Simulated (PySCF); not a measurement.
PySCF input (MN15/def2-TZVPD):

```python
from pyscf import gto, scf, dft

mol = gto.M(
    atom='''
    Se   -0.00000000   -0.00000000   -0.68077172
    Cl    0.00000000    0.00000000    1.36154344
    ''',
    basis='def2-tzvpd',
    charge=1,
    spin=0,
    verbose=4,
)

mf = dft.RKS(mol, xc='mn15').density_fit(auxbasis='def2-universal-jkfit')
mf.grids.level = 4
mf.conv_tol = 1e-9
mf.max_cycle = 100
mf.max_memory = 1500
mf.kernel()
if not mf.converged:
    mf = mf.newton()
    mf.kernel(mf.make_rdm1())
mf.analyze()
```

End of the output:

```
Extra cycle  E= -2861.58305374237  delta_E= 1.09e-11  |g|= 8.23e-06  |ddm|= 1.17e-05
converged SCF energy = -2861.58305374237
**** SCF Summaries ****
Total Energy =                       -2861.583053742367611
Nuclear Repulsion Energy =             149.763579051021679
One-electron Energy =                -4259.592904768160224
Two-electron Energy =                 1248.246271974770934
Two-electron Coulomb Energy =         1363.470448331094531
DFT Exchange-Correlation Energy =     -115.224176356323667
HOMO-LUMO gap [eV] =                     2.738955405031970
**** MO energy ****
MO #1   energy= -451.539956660766  occ= 2
MO #2   energy= -100.683754389147  occ= 2
MO #3   energy= -57.2805392917765  occ= 2
MO #4   energy= -52.1447964286474  occ= 2
MO #5   energy= -52.1403605934163  occ= 2
MO #6   energy= -52.1308919239726  occ= 2
MO #7   energy= -9.50177324984212  occ= 2
MO #8   energy= -7.8306685012104   occ= 2
MO #9   energy= -7.52148925429383  occ= 2
MO #10  energy= -7.51811032174852  occ= 2
MO #11  energy= -7.50449342682474  occ= 2
MO #12  energy= -6.04101490151285  occ= 2
MO #13  energy= -6.03092957621637  occ= 2
MO #14  energy= -6.00760421733036  occ= 2
MO #15  energy= -2.55538971539383  occ= 2
MO #16  energy= -2.55441486351401  occ= 2
MO #17  energy= -2.53599818235405  occ= 2
MO #18  energy= -2.52864648632404  occ= 2
MO #19  energy= -2.52450070687394  occ= 2
MO #20  energy= -1.202674164368    occ= 2
MO #21  energy= -0.979523288786144 occ= 2
MO #22  energy= -0.733648224500342 occ= 2
MO #23  energy= -0.696203037218294 occ= 2
MO #24  energy= -0.695096329384635 occ= 2
MO #25  energy= -0.554991344975036 occ= 2
MO #26  energy= -0.454336589534837 occ= 0
MO #27  energy= -0.295601608550385 occ= 0
MO #28  energy= -0.131104148438784 occ= 0
MO #29  energy= -0.0755391655170719 occ= 0
MO #30  energy= -0.0717721379985489 occ= 0
MO #31  energy= -0.0703208364151876 occ= 0
MO #32  energy= -0.0702630691956444 occ= 0
MO #33  energy= -0.0684239212144318 occ= 0
MO #34  energy= -0.0555486504287595 occ= 0
MO #35  energy= -0.0415036415840586 occ= 0
MO #36  energy= -0.0329343116882612 occ= 0
MO #37  energy= -0.0249540323660013 occ= 0
MO #38  energy= -0.0205278330586724 occ= 0
MO #39  energy= 0.0361233950362202 occ= 0
MO #40  energy= 0.0530029388213001 occ= 0
MO #41  energy= 0.0536269176437572 occ= 0
MO #42  energy= 0.0626894848091197 occ= 0
MO #43  energy= 0.102606453607922  occ= 0
MO #44  energy= 0.109184861349748  occ= 0
MO #45  energy= 0.11293881824679   occ= 0
MO #46  energy= 0.137419214381206  occ= 0
MO #47  energy= 0.143739898353333  occ= 0
MO #48  energy= 0.191909192299382  occ= 0
MO #49  energy= 0.195723886626794  occ= 0
MO #50  energy= 0.230723475089359  occ= 0
MO #51  energy= 0.240858457623101  occ= 0
MO #52  energy= 0.250738464595228  occ= 0
MO #53  energy= 0.283535652005899  occ= 0
MO #54  energy= 0.362677591396343  occ= 0
MO #55  energy= 0.373204328928476  occ= 0
MO #56  energy= 0.397090076012625  occ= 0
MO #57  energy= 0.39724694239209   occ= 0
MO #58  energy= 0.422927046902929  occ= 0
MO #59  energy= 0.440044948432045  occ= 0
MO #60  energy= 0.452743446141843  occ= 0
MO #61  energy= 0.462047610533731  occ= 0
MO #62  energy= 0.630771026540575  occ= 0
MO #63  energy= 0.911485772312783  occ= 0
MO #64  energy= 0.964706123876755  occ= 0
MO #65  energy= 0.983744258080907  occ= 0
MO #66  energy= 1.00081349631291   occ= 0
MO #67  energy= 1.0012399630171    occ= 0
MO #68  energy= 1.016842430507     occ= 0
MO #69  energy= 1.01722168320425   occ= 0
MO #70  energy= 1.02364278263269   occ= 0
MO #71  energy= 1.02509778271422   occ= 0
MO #72  energy= 1.05054628819819   occ= 0
MO #73  energy= 1.16962622929042   occ= 0
MO #74  energy= 1.17822467380715   occ= 0
MO #75  energy= 1.19202290682698   occ= 0
MO #76  energy= 1.21046922389674   occ= 0
MO #77  energy= 1.22925930102405   occ= 0
MO #78  energy= 1.62910095572625   occ= 0
MO #79  energy= 1.63110206680016   occ= 0
MO #80  energy= 1.63746564357606   occ= 0
MO #81  energy= 1.66631282579775   occ= 0
MO #82  energy= 1.68194024642132   occ= 0
MO #83  energy= 1.7286519169445    occ= 0
MO #84  energy= 1.77883855793441   occ= 0
MO #85  energy= 1.77901119769121   occ= 0
MO #86  energy= 1.81590365009836   occ= 0
MO #87  energy= 1.8159262035907    occ= 0
MO #88  energy= 2.00652926544205   occ= 0
MO #89  energy= 2.02653867233651   occ= 0
MO #90  energy= 2.10540704684471   occ= 0
MO #91  energy= 2.13935461719354   occ= 0
MO #92  energy= 2.16167986373106   occ= 0
MO #93  energy= 2.81521198984566   occ= 0
MO #94  energy= 3.14312353204399   occ= 0
MO #95  energy= 3.14942408984632   occ= 0
MO #96  energy= 3.20437697152474   occ= 0
MO #97  energy= 3.22936573886573   occ= 0
MO #98  energy= 3.48797869373183   occ= 0
MO #99  energy= 6.2208868770934    occ= 0
MO #100 energy= 10.0491326723995   occ= 0
MO #101 energy= 10.0629352704001   occ= 0
MO #102 energy= 10.401712375199    occ= 0
MO #103 energy= 24.2416552451268   occ= 0
 ** Mulliken pop on meta-lowdin orthogonal AOs  **
 ** Mulliken pop  **
pop of  0 Se 1s           1.99996
pop of  0 Se 2s           1.99926
pop of  0 Se 3s           1.99624
pop of  0 Se 4s           1.91041
pop of  0 Se 5s           0.00524
pop of  0 Se 6s           0.00274
pop of  0 Se 7s           0.00135
pop of  0 Se 2px          1.99999
pop of  0 Se 2py          1.99999
pop of  0 Se 2pz          1.99999
pop of  0 Se 3px          1.99944
pop of  0 Se 3py          1.99941
pop of  0 Se 3pz          1.99935
pop of  0 Se 4px          1.26689
pop of  0 Se 4py          1.15265
pop of  0 Se 4pz          0.82218
pop of  0 Se 5px          0.01264
pop of  0 Se 5py          0.01211
pop of  0 Se 5pz          0.01724
pop of  0 Se 6px          0.00031
pop of  0 Se 6py          0.00032
pop of  0 Se 6pz          0.00220
pop of  0 Se 7px          0.00013
pop of  0 Se 7py          0.00012
pop of  0 Se 7pz          0.00087
pop of  0 Se 3dxy         1.99993
pop of  0 Se 3dyz         1.99991
pop of  0 Se 3dz^2        1.99988
pop of  0 Se 3dxz         1.99992
pop of  0 Se 3dx2-y2      1.99994
pop of  0 Se 4dxy         0.00056
pop of  0 Se 4dyz         0.00823
pop of  0 Se 4dz^2        0.01174
pop of  0 Se 4dxz         0.00788
pop of  0 Se 4dx2-y2      0.00004
pop of  0 Se 5dxy         0.00005
pop of  0 Se 5dyz         0.00027
pop of  0 Se 5dz^2        0.00014
pop of  0 Se 5dxz         0.00030
pop of  0 Se 5dx2-y2      0.00001
pop of  0 Se 6dxy         0.00001
pop of  0 Se 6dyz         0.00072
pop of  0 Se 6dz^2        0.00019
pop of  0 Se 6dxz         0.00072
pop of  0 Se 6dx2-y2      0.00000
pop of  0 Se 7dxy         0.00001
pop of  0 Se 7dyz         0.00034
pop of  0 Se 7dz^2        0.00041
pop of  0 Se 7dxz         0.00034
pop of  0 Se 7dx2-y2      0.00000
pop of  0 Se 4f-3         0.00028
pop of  0 Se 4f-2         0.00012
pop of  0 Se 4f-1         0.00130
pop of  0 Se 4f+0         0.00178
pop of  0 Se 4f+1         0.00131
pop of  0 Se 4f+2         0.00000
pop of  0 Se 4f+3         0.00022
pop of  1 Cl 1s           1.99995
pop of  1 Cl 2s           1.99870
pop of  1 Cl 3s           1.88862
pop of  1 Cl 4s           0.00260
pop of  1 Cl 5s           0.00152
pop of  1 Cl 6s           0.00036
pop of  1 Cl 2px          1.99985
pop of  1 Cl 2py          1.99985
pop of  1 Cl 2pz          1.99982
pop of  1 Cl 3px          1.76467
pop of  1 Cl 3py          1.72933
pop of  1 Cl 3pz          1.30392
pop of  1 Cl 4px          0.00711
pop of  1 Cl 4py          0.00696
pop of  1 Cl 4pz          0.01102
pop of  1 Cl 5px          0.00052
pop of  1 Cl 5py          0.00049
pop of  1 Cl 5pz          0.00012
pop of  1 Cl 6px          0.00048
pop of  1 Cl 6py          0.00048
pop of  1 Cl 6pz          0.00018
pop of  1 Cl 7px          0.00017
pop of  1 Cl 7py          0.00016
pop of  1 Cl 7pz          0.00042
pop of  1 Cl 3dxy         0.00010
pop of  1 Cl 3dyz         0.01058
pop of  1 Cl 3dz^2        0.01835
pop of  1 Cl 3dxz         0.01040
pop of  1 Cl 3dx2-y2      0.00000
pop of  1 Cl 4dxy         0.00001
pop of  1 Cl 4dyz         0.00062
pop of  1 Cl 4dz^2        0.00088
pop of  1 Cl 4dxz         0.00062
pop of  1 Cl 4dx2-y2      0.00000
pop of  1 Cl 5dxy         0.00000
pop of  1 Cl 5dyz         0.00022
pop of  1 Cl 5dz^2        0.00009
pop of  1 Cl 5dxz         0.00025
pop of  1 Cl 5dx2-y2      0.00000
pop of  1 Cl 4f-3         0.00004
pop of  1 Cl 4f-2         0.00003
pop of  1 Cl 4f-1         0.00070
pop of  1 Cl 4f+0         0.00149
pop of  1 Cl 4f+1         0.00070
pop of  1 Cl 4f+2         0.00000
pop of  1 Cl 4f+3         0.00004
 ** Mulliken atomic charges  **
charge of    0Se =      0.76243
charge of    1Cl =      0.23757

WARN: System has nonzero charge 1; the dipole moment is origin-dependent.
Location of origin: [0. 0. 0.]

Dipole moment(X, Y, Z, Debye):  0.00000,  0.00000, -0.26100
```

This is an excited singlet: at this geometry the triplet lies 1.04 eV lower at CCSD(T)/CBS(def2-TZVPPD,def2-QZVPPD).
